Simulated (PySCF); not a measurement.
# Two-component Hartree-Fock for Kr²⁺ (krypton, charge +2)

Start: [Ar] 3d10 4s1 4p5; 4s1/2 filled at m_j = +1/2; 4p1/2 filled at m_j = -1/2, +1/2; 4p3/2 filled at m_j = -1/2, +1/2, +3/2. Calculated with PySCF 2.14 in x2c-SVPall-2c with one added diffuse shell each of s, p, d type (6s7p4d, 47 functions): generalised Hartree-Fock with the X2C-1e Hamiltonian and a Gaussian nucleus; one run each with spin-orbit coupling (SO) switched off, then screened by Boettger's factors. This is a chosen level, not necessarily the ground level.

```csv
spinor shell,electrons,"ε, spin-free (eV)","ε, screened SO (eV)",weight of nominal j (screened SO),"rms radius, screened SO (bohr)"
1s1/2,2,-14427.5,-14427.1,1.000,0.0478
2s1/2,2,-1987.0,-1986.9,1.000,0.199
2p1/2,2,-1755.3,-1792.4,1.000,0.175
2p3/2,4,-1755.3,-1737.5,1.000,0.178
3s1/2,2,-332.26,-332.18,1.000,0.566
3p1/2,2,-256.13,-261.98,0.998,0.574
3p3/2,4,-256.13,-253.22,0.999,0.584
3d3/2,4,-129.32,-130.14,0.980,0.609
3d5/2,6,-129.32,-128.67,0.987,0.611
4s1/2,1,-58.740,-58.691,1.000,1.60
4p1/2,2,-36.784,-36.675,0.653,1.88
4p3/2,3,-36.784,-36.907,0.769,1.89
```

| quantity | spin-free | screened SO |
| --- | --- | --- |
| E (hartree) | -2785.69202 | -2785.84468 |
| M_J | 2 | 2 |
| ⟨J²⟩ | 6.009 | 6.009 |
| ⟨L²⟩ | 2.001 | 2.005 |
| ⟨S²⟩ | 2.008 | 2.010 |

Each row is a mean over spinors that exchange with the open shell spreads, by up to 5.654 eV (4p1/2).

Rows whose weight is well below 1 are mixtures of j = l ± 1/2: exchange outweighs spin-orbit coupling there, and the label is only the starting occupation.

Without spin-orbit coupling the j labels of p, d and f shells carry no meaning; the spin-free column gives the mean over the occupied spinors of each nl shell.
